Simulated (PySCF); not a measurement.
A species of formula CH7FSeSi2 has this rotational fingerprint, computed with PySCF 2.14.0, PBE0-D3(BJ)/def2-SVP geometry optimisation, gas phase:

- Rotational constants: A = 2675, B = 1409, C = 1021 MHz
- Dipole components: |μa| = 1.20 D, |μb| = 0.43 D, |μc| = 0.39 D
- Inertial defect: -52.42 u·Å²
- κ: -0.53

Question: Which candidate fits, each taken in the one conformer that was computed?
A. `[F:1][CH2:2][SiH2:3][Se:4][SiH3:5]` with F1–C2–Si3–Se4 -62°, C2–Si3–Se4–Si5 55°
B. `[CH3:1][Si@@H:2]([F:3])[Se:4][SiH3:5]` with C1–Si2–Se4–Si5 -122°
C. `[F:1][C@H:2]([SiH3:3])[SiH2:4][SeH:5]` with F1–C2–Si4–Se5 -178°, C2–Si4–Se5–H 71°

Answer: B. It is C[Si@@H](F)[Se][SiH3], an asymmetric top, point group C1. The candidates at the same level (rigid rotor, commonest isotopes):

```csv
SMILES,A (MHz),B (MHz),C (MHz),μa (D),μb (D),μc (D),Δ (u·Å²),point group,rotor
F[C@H]([SiH3])[SiH2][SeH],3220,859.8,714.1,0.54,0.28,1.09,-37.01,C1,asymmetric top
FC[SiH2][Se][SiH3],2353,1458,981.2,1.44,0.74,0.15,-46.29,C1,asymmetric top
C[Si@@H](F)[Se][SiH3],2675,1409,1021,1.20,0.43,0.39,-52.42,C1,asymmetric top
```

`FC[SiH2][Se][SiH3]` has A 12 % too low; `F[C@H]([SiH3])[SiH2][SeH]` has B 39 % too low. No structure here is proved a minimum.
